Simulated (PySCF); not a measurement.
# Static response to an electric field

Species: FH5N2Si.
Structure used (PBE0-D3(BJ)/def2-SVP), in Å, numbered top down from 1:
```xyz
9
FH5N2Si angstrom
N     -1.4003    0.3878    0.4673
Si    -0.0632   -0.5562   -0.0098
N      1.3022    0.4742   -0.0704
F     -0.1323   -1.1886   -1.5122
H     -1.5854    1.2888    0.0421
H     -2.2382   -0.0388    0.8431
H     -0.0537   -1.7459    0.8848
H      1.5455    1.0596    0.7189
H      2.1131    0.2238   -0.6229
```

Level: B3LYP/def2-SVPD (PySCF), static field, nuclei fixed, core orbitals frozen in the response. The polarisability tensor in these axes (au):

```
x   46.17  0.54 -1.81
y    0.54 43.82 -0.14
z   -1.81 -0.14 40.18
```

**Question.** Give the principal values, the mean and the anisotropy Δα = √{½[(α1 − α2)² + (α2 − α3)² + (α1 − α3)²]}.

**Answer.** Principal values 39.67, 43.72 and 46.78 au; mean 43.39 au = 6.43 Å³ = 7.15 × 10⁻⁴⁰ C²·m²/J; Δα = 6.18 au (14 % of the mean).

**Question.** What is the dipole moment, and where does it point?

**Answer.** (0.09, 1.37, 1.55) D, 2.07 D in size, pointing from the negative to the positive side. Measured along this direction, the outermost atoms are F4 at the negative end and H8 at the positive end.

**Question.** Find the Langevin capture rate constant for NH4+ (18.034 u) meeting this molecule (80.021 u), k = 2.342 × 10⁻⁹ cm³/s × √(α in Å³ / reduced mass in u).

**Answer.** The reduced mass is 14.72 u, so k = 1.55 × 10⁻⁹ cm³/s. The formula leaves out the permanent dipole, which adds to the capture rate.

**Question.** What would n − 1 = 2πNα be for an ideal gas of these molecules at 400 K and 1 atm, electronic part alone?

**Answer.** N = p/kT = 1.8347 × 10¹⁹ cm⁻³, so n − 1 = 2π × N × 6.43 × 10⁻²⁴ cm³ = 741 × 10⁻⁶ at long wavelengths.

**Question.** Molar refractivity from α?

**Answer.** Lorentz–Lorenz: R = (4π/3)N_A α = 2.5225 cm³/(mol·Å³) × 6.43 Å³ = 16.2 cm³/mol, in the limit of long wavelengths.

**Question.** How large is μ²/3kT at 298 K beside α?

**Answer.** In Gaussian units μ²/3kT = 34.72 Å³ against 6.43 Å³, a ratio of 5.40; the Debye molar polarisation (4π/3)N_A(α + μ²/3kT) is 103.8 cm³/mol, leaving out the vibrational part.

Geometry: PBE0-D3(BJ)/def2-SVP, one conformer, isolated molecule.
